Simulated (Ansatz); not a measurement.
# Match the barriers

Saddle point of BSiH5Cl2, singlet (BHCl₂ ([Cl][BH][Cl]) + SiH₄ → BSiH₃Cl₂ ([SiH3][B]([Cl])[Cl]) + H₂; bonds formed: B1–Si6, H2–H5; bonds broken: B1–H2, H5–Si6), PBE0-D4/def2-TZVP structure:

```xyz
9
angstrom
B -0.6070 0.2752 -0.7130
H -0.0722 0.0446 -1.8797
Cl -2.0488 -0.8036 -0.6608
Cl -0.7685 2.0682 -0.6415
H 0.4966 -0.2140 -1.0714
Si 0.5933 -0.2708 0.9399
H 1.8642 0.4944 1.0086
H 0.8731 -1.7283 0.9942
H -0.3308 0.1342 2.0238
```

Ansatz 0.2.0; basis: def2-TZVPP, with def2-QZVPP for the basis limit; cores frozen in the correlated methods. Extrapolation: Hartree–Fock as exp(−7.88 √X), correlation as X^−2.97. Four methods, as single points on the PBE0-D4 structures, gave these electronic barriers from the start structure: 96.5, 107.8, 155.2, 223.3 kJ/mol.

Q: The methods were, in alphabetical order, BHLYP-D4, HF, PBE-D4, PBE0-D4. Which gave which? (A judgement: the text doesn't fix the answer.)

A: By the calculation: PBE-D4 96.5; PBE0-D4 107.8; BHLYP-D4 155.2; HF 223.3 kJ/mol. For comparison, CCSD(T) at an estimated basis limit (MP2 extrapolated from triple and quadruple zeta, plus CCSD(T) − MP2 in triple zeta) gives 135.4 kJ/mol.

No T1 diagnostic of these runs exceeds 0.013. The start structure is not quite a true minimum (one mode of 30i cm⁻¹).

Labels in which every atom is bracketed show which atoms are joined, not bond orders.

For scale, one of the runs: CCSD(T)/def2-TZVPP, 227 basis functions, launched by `ansatz run in.yaml --threads 4 --pin off --events-out ev --progress --plain --max-ram 9574MiB`. Time: 66 s of wall clock on 4 CPU threads of an Arm Neoverse V1; the host was shared. Peak host memory: 3.4 GiB.
